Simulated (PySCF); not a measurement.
Mg: excitation energy

Mg [Ne] 3s2 (1S) → Mg [Ne] 3s1 4s1, s spin flipped, as a difference of total energies. Calculation: PySCF 2.14, in dyall-av2z (14s10p4d, 64 functions); no relativity, point nucleus. Correlated levels: valence: [Ne] frozen; virtual orbitals above 40 to 60 times the deepest correlated orbital energy dropped. The calculations carry no spin-orbit coupling.

```csv
method,excitation energy (eV)
UHF,0.000
MP2 (valence),0.000
SCS-MP2 (valence),0.000
```

The upper determinant mixes two multiplicities, so it lies between the two terms.

The promoted electron is Rydberg-like, and one or two diffuse shells describe it only roughly, which tends to raise the upper state.
